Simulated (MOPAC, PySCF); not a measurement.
Energy landscape of H2Be, singlet: symmetric bend, bond length relaxed. Scanned: H-Be-H angle. Other coordinates (Be-H bond length) were minimised at B3LYP/def2-TZVP.

AM1, restricted, heats of formation (MOPAC); RMP2/6-31G* = restricted MP2 (frozen core)/6-31G*, spherical d in PySCF; PM3, restricted, heats of formation (MOPAC).

Energies in kcal/mol, each method relative to its own lowest point.

```json
[
 {"a / °": "180", "AM1": "0.0", "RMP2/6-31G*": "0.0", "PM3": "0.0"},
 {"a / °": "170.57", "AM1": "0.4", "RMP2/6-31G*": "0.5", "PM3": "0.4"},
 {"a / °": "159.83", "AM1": "___", "RMP2/6-31G*": "2.1", "PM3": "2.0"},
 {"a / °": "147.95", "AM1": "4.2", "RMP2/6-31G*": "5.4", "PM3": "5.2"},
 {"a / °": "137.55", "AM1": "7.2", "RMP2/6-31G*": "9.5", "PM3": "9.1"},
 {"a / °": "129.41", "AM1": "10.2", "RMP2/6-31G*": "13.7", "PM3": "13.1"},
 {"a / °": "120.03", "AM1": "___", "RMP2/6-31G*": "19.6", "PM3": "18.6"},
 {"a / °": "107.66", "AM1": "___", "RMP2/6-31G*": "29.4", "PM3": "27.5"},
 {"a / °": "102.04", "AM1": "22.7", "RMP2/6-31G*": "34.6", "PM3": "32.2"},
 {"a / °": "88.81", "AM1": "28.8", "RMP2/6-31G*": "49.3", "PM3": "44.5"},
 {"a / °": "78.58", "AM1": "32.1", "RMP2/6-31G*": "63.1", "PM3": "55.7"},
 {"a / °": "70.30", "AM1": "32.8", "RMP2/6-31G*": "76.2", "PM3": "___"},
 {"a / °": "60", "AM1": "___", "RMP2/6-31G*": "94.8", "PM3": "83.6"}
]
```

Complete the blanks.


- 159.83, AM1: 1.7
- 120.03, AM1: 14.1
- 107.66, AM1: 19.9
- 70.30, PM3: 66.7
- 60, AM1: 29.3
